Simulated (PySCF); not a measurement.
Screening by computed properties: pick the candidate that meets the target.

All species are isolated and taken at one optimised geometry, non-relativistic unless stated. Electronic properties by PySCF.

The conformers computed, where there is a choice (atom-mapped SMILES and torsion angles):
- `[PH2:1][SiH:2]([PH2:3])[CH:4]1[CH2:5][CH2:6]1`: P1–Si2–C4–C5 -88°, H–P1–Si2–P3 -164°, H–P1–Si2–P3 -70°, H–P3–Si2–P1 -166°, H–P3–Si2–P1 -72°
- `[O:1]=[CH:2][c:3]1[cH:4][cH:5][c:6]([CH:7]=[O:8])[o:9]1`: O1–C2–C3–C4 0°, C5–C6–C7–O8 -1°
- `[CH3:1][CH2:2][CH2:3][CH2:4][C:5]([NH2:6])=[O:7]`: C1–C2–C3–C4 180°, C2–C3–C4–C5 179°, C3–C4–C5–N6 177°, H–N6–C5–C4 0°, H–N6–C5–C4 179°
- `[CH3:1][C@@H:2]([Br:3])[CH2:4][Cl:5]`: C1–C2–C4–Cl5 64°
- `[CH3:1][c:2]1[cH:3][cH:4][c:5]([C:6](=[O:7])[F:8])[c:9]2[cH:10][cH:11][cH:12][cH:13][c:14]12`: C4–C5–C6–O7 180°

Problem. Wanted: lowest triplet excitation (Tamm–Dancoff) above 5.3 eV (TDA PBE0/def2-SVPD) and HOMO–LUMO gap above 5.5 eV (PBE0/def2-SVPD), at PBE0-D3(BJ)/def2-SVP geometries. Which candidate meets both?
A. `P[SiH](P)C1CC1`
B. `[H][Ti]([H])([O]C)[O]C`
C. `CCCCC(N)=O`
D. `O=Cc1ccc(C=O)o1`

Solution. A. Computed values:
```csv
species,lowest triplet excitation (Tamm–Dancoff),HOMO–LUMO gap
O=Cc1ccc(C=O)o1,2.73 eV,4.88 eV
[H][Ti]([H])([O]C)[O]C,3.21 eV,6.05 eV
CCCCC(N)=O,5.20 eV,7.91 eV
P[SiH](P)C1CC1,5.48 eV,7.39 eV
```

Problem. Wanted: electronic spatial extent ⟨r²⟩ about the centre of nuclear charge between 1200 bohr² and 2000 bohr² (PBE0/def2-SVPD) and lowest singlet excitation above 5 eV (TDDFT PBE0/def2-SVPD), at PBE0-D3(BJ)/def2-SVP geometries. Which candidate meets both?
A. `O=Cc1ccc(C=O)o1`
B. `Cc1ccc(C(=O)F)c2ccccc12`
C. `C[C@@H](Br)CCl`
D. `[H][Ti]([H])([O]C)[O]C`
E. `CCCCC(N)=O`

Solution. E. Computed values:
```
                species  electronic spatial extent ⟨r²⟩ about the centre of nuclear charge  lowest singlet excitation
 [H][Ti]([H])([O]C)[O]C                                                          849 bohr²                    3.66 eV
         C[C@@H](Br)CCl                                                         1161 bohr²                    6.04 eV
             CCCCC(N)=O                                                         1217 bohr²                    5.72 eV
        O=Cc1ccc(C=O)o1                                                         1338 bohr²                    3.46 eV
Cc1ccc(C(=O)F)c2ccccc12                                                         2688 bohr²                    3.90 eV
```

Problem. Wanted: static isotropic polarisability below 100 au (PBE0/def2-SVPD) and dipole moment above 2.5 D (PBE0/def2-SVPD), at PBE0-D3(BJ)/def2-SVP geometries. Which candidate meets both?
A. `C[C@@H](Br)CCl`
B. `P[SiH](P)C1CC1`
C. `Cc1ccc(C(=O)F)c2ccccc12`
D. `O=Cc1ccc(C=O)o1`
E. `[H][Ti]([H])([O]C)[O]C`

Solution. E. Computed values:
| species | static isotropic polarisability | dipole moment |
| --- | --- | --- |
| C[C@@H](Br)CCl | 75.2 au | 0.56 D |
| [H][Ti]([H])([O]C)[O]C | 80.3 au | 3.30 D |
| O=Cc1ccc(C=O)o1 | 86.6 au | 0.38 D |
| P[SiH](P)C1CC1 | 118.4 au | 1.79 D |
| Cc1ccc(C(=O)F)c2ccccc12 | 147.3 au | 4.62 D |
